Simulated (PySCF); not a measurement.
# Electron correlation in Bi+ (bismuth, charge +1)

[Xe] 4f14 5d10 6s2 6p2, high-spin 3P determinant. All numbers are calculated (PySCF 2.14, scalar relativity by spin-free X2C-1e, in x2c-TZVPPall with one added diffuse shell each of s, p, d, f type (12s8p7d4f, 99 functions)). Frozen: [Kr] 4d10 4f14; 22 electrons correlated.

MP2 pair energies summed by pair of shells (mhartree):

```tsv
pair	energy	share (%)
5d-5d	-209.26	43.4
5d-6s	-76.86	15.9
5p-5d	-63.92	13.3
5d-6p	-39.65	8.2
6s-6p	-22.72	4.7
5p-5p	-18.28	3.8
5s-5d	-13.03	2.7
6s-6s	-11.18	2.3
5p-6s	-9.27	1.9
5s-5p	-7.95	1.6
5p-6p	-3.68	0.8
6p-6p	-3.65	0.8
5s-5s	-1.70	0.4
5s-6s	-0.80	0.2
5s-6p	-0.31	0.1
```

Total MP2 correlation energy: -482.27 mhartree.

Same-spin part -173.32 and opposite-spin part -308.95 mhartree; SCS-MP2 scales them by 1/3 and 6/5 to -428.51 mhartree.

This basis was not built for core-valence correlation, so the inner-shell part is incomplete.

Spin-orbit coupling is strong in this species, so the high-spin LS determinant is a model state.
